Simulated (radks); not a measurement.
The numbers below are computed, except where a source is named.
Ionisation of S3+, [Ne] 3s2 3p1, to S4+, [Ne] 3s2, under several functionals. Non-relativistic Kohn-Sham, spin-polarised, spherical densities, point nucleus; open shells are filled with parallel spins first; a radial shooting solver on a logarithmic mesh with Libxc functionals.

| functional | E(S3+) (hartree) | Exc (hartree) | IE (eV) | -e(HOMO) (eV) | <r> HOMO (bohr) | IE error (eV) |
|---|---|---|---|---|---|---|
| MS2 meta-GGA | -395.58379 | -24.45431 | 47.038 | 40.994 | 1.662 | -0.184 |
| LDA (Slater exchange, Perdew-Wang correlation) | -394.20897 | -23.02806 | 47.326 | 41.027 | 1.654 | +0.104 |
| PW91 | -395.57980 | -24.44244 | 47.305 | 41.074 | 1.658 | +0.083 |
| HCTH/407 | -395.62203 | -24.51003 | 47.486 | 41.371 | 1.646 | +0.264 |
| RPBE | -395.56694 | -24.42903 | 47.159 | 40.978 | 1.661 | -0.063 |
| BP86 | -395.62886 | -24.49280 | 47.319 | 41.071 | 1.655 | +0.097 |
| r2SCAN | -395.54760 | -24.41676 | 47.047 | 41.045 | 1.661 | -0.175 |

NIST Atomic Spectra Database: 47.22 eV (semi-empirical). Closest: RPBE. The Delta-SCF values span 0.45 eV, the total energies 1.42 hartree. The highest occupied level is 3p. Open shells are spherical and high-spin; term and fine-structure splittings are not resolved.
